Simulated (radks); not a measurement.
Values are calculated unless marked as measured or tabulated.
Spherical quantum dot in the effective-mass picture: electrons in a hard-walled sphere of radius 1.47, with a point charge +2 (a donor) at the centre, all in effective atomic units (hartree* = m*/eps^2 hartree, bohr* = eps/m* bohr), one dielectric constant everywhere. Level of theory: non-relativistic Kohn-Sham, exchange-only LDA, spin-polarised, spherical densities (a radial shooting solver with Libxc functionals). Levels are named by radial order and angular momentum (1s, 1p, 1d, 2s, ...), and open shells are averaged over m. Results are scaled to m* = 0.057 and eps = 7, for which hartree* = 31.65 meV and bohr* = 6.499 nm.

N = 27, configuration 1s2 1p6 1d10 2s2 1f(up 7, down 0). This is the lowest configuration that the search found. Occupied and some empty levels:

level,occupation,eigenvalue (meV),<r> (nm)
1s up,1,783.61,5.318
1s down,1,789.51,5.247
1p up,3,843.64,6.184
1p down,3,851.19,6.162
1d up,5,922.55,6.571
1d down,5,930.72,6.561
2s up,1,961.73,4.257
2s down,1,965.42,4.302
1f up,7,1023.3,6.840
1f down,0,1031.8,6.835
2p up,0,1138.6,4.940
2p down,0,1142.8,4.942
1g up,0,1144.7,7.048
1g down,0,1153.3,7.046
2d up,0,1307.7,5.409
2d down,0,1312.8,5.405

Energy (meV): total 14567.8, kinetic 6763.7, external -2040.0, Hartree 10747, exchange-correlation -903.01.
